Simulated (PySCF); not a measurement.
Os⁺: excitation energy

Os⁺ [Xe] 4f14 5d6 6s1 (6D) → Os⁺ [Xe] 4f14 5d7 (4F), as a difference of total energies. All numbers are calculated (PySCF 2.14, the spin-free X2C one-electron Hamiltonian (Gaussian nucleus), in x2c-TZVPPall). Correlated levels: valence: [Xe] 4f14 frozen. The calculations carry no spin-orbit coupling.

```
           method  excitation energy (eV)
              UHF                   1.776
    MP2 (valence)                   1.205
SCS-MP2 (valence)                   0.729
   CCSD (valence)                   1.169
CCSD(T) (valence)                   1.083
```

How much does correlation contribute at CCSD(T) (valence)?

1.083 − (1.776) = -0.693 eV, measured against UHF.

A first-order spin-orbit estimate (lowest level to lowest level, LS coupling) adds -0.186 eV.
